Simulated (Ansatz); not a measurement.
Compare A (`CB[SiH2]BC`) with its isomer B (`CCBB[SiH3]`).

Program: Ansatz. Geometries: PBE0-D4/def2-TZVP. ΔE: electronic, gas phase. CCSD(T)/CBS is the MP2 limit (def2-TZVPP, def2-QZVPP) plus CCSD(T) − MP2 in def2-TZVPP, frozen cores. DFT in def2-TZVPP. B3LYP here is the variant with VWN-RPA as its local correlation; programs differ in this. One conformer a species, not always the lowest.

A:

Z-matrix (Å, degrees):
```
C
B 1 1.552
H 1 1.091 2 116.2
H 1 1.104 2 103.9 3 116.6
H 1 1.094 2 113.9 3 -129.7
Si 2 2.017 1 123.4 3 -14.9
H 2 1.201 1 118.5 3 164.5
B 6 2.017 2 102.0 1 94.9
H 6 1.494 2 111.3 1 -24.4
H 6 1.494 2 111.6 1 -146.2
C 8 1.552 6 123.3 2 94.3
H 8 1.201 6 118.2 2 -85.2
H 11 1.091 8 116.2 6 -15.3
H 11 1.104 8 103.8 6 101.2
H 11 1.094 8 114.0 6 -145.1
```

B:

```xyz
15

C     2.2876   -0.4568    1.3421
C     1.2411   -0.4355    0.2336
B    -0.2025    0.0144    0.6359
B    -1.6168   -0.2990   -0.0988
Si   -2.2429    0.8049   -1.6651
H     2.0532   -1.2180    2.0905
H     2.3295    0.5045    1.8595
H     3.2855   -0.6771    0.9547
H     1.2497   -1.3719   -0.3333
H     1.5135    0.3362   -0.5101
H    -0.2964    0.7952    1.5590
H    -2.3702   -1.1644    0.2523
H    -3.6632    1.2312   -1.5214
H    -1.4221    2.0174   -1.9348
H    -2.1460   -0.0811   -2.8639
```

Problem. Which isomer does CCSD(T)/CBS put lower? Give the gap. (Estimate.)

Solution. The calculation gave: A, by 9.1 kcal/mol.

Problem. Give E(B) − E(A) in kcal/mol with B3LYP-D4, B3LYP, ωB97M-V, r2SCAN-D4, MP2/def2-TZVPP, PBE-D4, PBE0-D4. (Best estimate.)

Solution. Computed: B3LYP-D4 8.6, B3LYP 8.3, ωB97M-V 8.8, r2SCAN-D4 9.5, MP2/def2-TZVPP 9.4, PBE-D4 9.6, PBE0-D4 9.4. None reverses the order clearly.

Largest T1 diagnostic: 0.013.

In def2-TZVPP, CCSD(T) changes the Hartree–Fock value by +2.0 kcal/mol (the triples alone add +0.4 kcal/mol) and MP2 by +2.4 kcal/mol.
